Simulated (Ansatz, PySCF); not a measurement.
CBr2F2, SMILES FC(F)(Br)Br. Atoms are numbered in the order given.

```xyz
5

F      0.0000    -1.0711     1.4390
C      0.0000     0.0000     0.6677
F      0.0000     1.0711     1.4390
Br    -1.5993     0.0000    -0.4221
Br     1.5993     0.0000    -0.4221
```

Geometry: PBE0-D3(BJ)/def2-SVP.

Two levels are set side by side: PBE-D3(BJ)/def2-SVP (Ansatz, a program for electronic structure) and PBE0-D3(BJ)/def2-SVP (Ansatz). Each level has its own optimised geometry; the coordinates shown are those of the second. Frequencies come from the Hessian of PySCF at each geometry. Differences are taken from unrounded values.

| quantity | PBE0-D3(BJ) | PBE-D3(BJ) | PBE-D3(BJ) minus PBE0-D3(BJ) |
|---|---|---|---|
| mean bond length (Å) | 1.628 | 1.648 | 0.020 |
| bond F1–C2 (Å) | 1.320 | 1.334 | 0.014 |
| bond C2–F3 (Å) | 1.320 | 1.334 | 0.014 |
| bond C2–Br4 (Å) | 1.935 | 1.962 | 0.027 |
| bond C2–Br5 (Å) | 1.935 | 1.962 | 0.027 |
| highest harmonic wavenumber (cm⁻¹) | 1248 | 1176 | -72 |
| mean harmonic wavenumber (cm⁻¹) | 599 | 563 | -36 |
| zero-point energy (kcal/mol) | 7.71 | 7.25 | -0.46 |

Exact exchange shortens and stiffens bonds; PBE has none. Differences between two approximate levels are no errors against the true value.
